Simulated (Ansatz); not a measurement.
GeS₂⁺ (the lowest doublet isomer of a short search). The state is a doublet with charge 1. Geometry r2SCAN-D4/def2-TZVP, basis def2-TZVP, Ansatz.

```xyz
3

Ge    0.7078   -1.0654   -0.5138
S    -0.1534    0.2153    1.1912
S    -0.5543    0.8501   -0.6775
```

| run | HOMO (eV) | LUMO (eV) |
| --- | --- | --- |
| A | -14.43 | -8.85 |
| B | -15.56 | -7.85 |
| C | -16.06 | -7.64 |
| D | -13.34 | -9.95 |
| E | -13.63 | -9.82 |
| F | -12.45 | -10.77 |

LC-ωPBE has ω = 0.4 bohr⁻¹. The structure comes from a short search, and lower isomers may exist.

HOMO and LUMO are taken over both spins.

Q: The runs used BHLYP, LC-ωPBE, PBE0, r2SCAN, r2SCAN0, ωB97X-V. Estimate which is which.

A: A BHLYP (50 % exact exchange); B ωB97X-V (range-separated); C LC-ωPBE (range-separated); D PBE0 (25 % exact exchange); E r2SCAN0 (25 % exact exchange); F r2SCAN (0 % exact exchange). Exact exchange lowers occupied and raises empty levels; among semilocal functionals meta-GGAs tend to open the gap a little, and such runs are hard to tell apart. The gap grows from 1.68 eV (r2SCAN) to 8.43 eV (LC-ωPBE).
